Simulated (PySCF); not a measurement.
**Computed structure and properties of [La(H2S)]3+**

System: [La(H2S)]3+ (singlet); start: template (Cs). Method: PySCF 2.14.0, RKS B3LYP, La lcecp-1-SVP with ECP46, S def2-SVP, H def2-SVP; non-relativistic Hamiltonian with scalar-relativistic core potentials where named; density fitting; no spin-orbit coupling.

Input of the relaxation:

```python
mol = gto.M(atom='''
La     0.00000    -0.00874    -0.58829
S      0.00000    -0.00874     2.37171
H      0.97000     0.74126     2.92171
H     -0.97000     0.74126     2.92171''',
    basis={'La': 'lcecp-1-SVP', 'S': 'def2-SVP', 'H': 'def2-SVP'},
    ecp={'La': 'lcecp-1-SVP'},
    charge=3, spin=0)
mf = dft.RKS(mol, xc='B3LYP')
mf.grids.atom_grid = (50, 194)  # f atoms: unpruned, at least (60, 302)
mf = mf.density_fit()  # fitting sets: La AutoAux, S def2-universal-JKFIT, H def2-universal-JKFIT
mf.conv_tol = 1e-08; mf.max_cycle = 55
mf.kernel(dm0)  # dm0: converged density of the start geometry
# quasi-Newton relaxation in Cartesian coordinates to a largest gradient under 0.00045 Eh/bohr, steps kept in the point group
```

Run from Python with OMP_NUM_THREADS=2; the lines above give its settings. Where DIIS fails, smearing, a level shift and second-order steps follow.
It took 7.2 s on 2 threads of Arm Neoverse V2, with other jobs on the host, from the converged density of the start.

Course of the relaxation:

```tsv
step	energy above end (eV)	largest force component within the symmetry (eV/Å)
0	0.0548	0.871
1	0.0028	0.129
2	0.0014	0.066
3	0.0004	0.053
4	0.0001	0.048
5	0.0000	0.021
6	0.0000	0.010
```

Relaxed geometry (Cs):

```xyz
4

La    0.0000    0.0049   -0.5504
S     0.0000   -0.0158    2.3933
H     1.0393    0.7380    2.8920
H    -1.0393    0.7380    2.8920
```

| contact | Å |
| --- | --- |
| La1–S2 (H2S) | 2.944 |

On the finer grid (75, 302):

```yaml
HOMO: -23.18 eV
LUMO: -19.66 eV
Dipole_about_the_centre_of_mass: 1.67 D
Set_of_Mulliken_populations_of_La1_outside_the_core_potential: s 2.08, p 6.06, d 0.46, f 0.01
D3_BJ_dispersion_energy_not_in_the_energies: -0.212 eV
```

```json
{"atom": "La1", "Mulliken (e)": "2.40", "Löwdin (e)": "2.22", "spin (e)": "0.00"}
{"atom": "S2", "Mulliken (e)": "0.04", "Löwdin (e)": "0.50", "spin (e)": "0.00"}
{"atom": "H3", "Mulliken (e)": "0.28", "Löwdin (e)": "0.14", "spin (e)": "0.00"}
{"atom": "H4", "Mulliken (e)": "0.28", "Löwdin (e)": "0.14", "spin (e)": "0.00"}
```

The large-core potential holds the 4f shell empty.

On the grid (50, 194), as all that follows. Harmonic modes: a minimum; lowest 197 cm⁻¹ (negative: unstable), highest 2514 cm⁻¹, zero-point energy 0.447 eV.

Taking off one H2S (charge 0, singlet; the rest: singlet) in vacuum, both parts rigid, costs 3.97 eV; the small basis without counterpoise inflates it. Parting with an electron moved from the ligand to the metal can be far cheaper, even downhill.

Rigid scan of H2S along the line from its metal:

| distance to S2 (Å) | energy (eV) |
| --- | --- |
| 2.64 | 0.303 |
| 2.74 | 0.119 |
| 2.84 | 0.027 |
| 2.94 | 0.000 |
| 3.04 | 0.019 |
| 3.14 | 0.070 |
| 3.34 | 0.221 |

One start shape was tried, so this needn't be the lowest isomer.
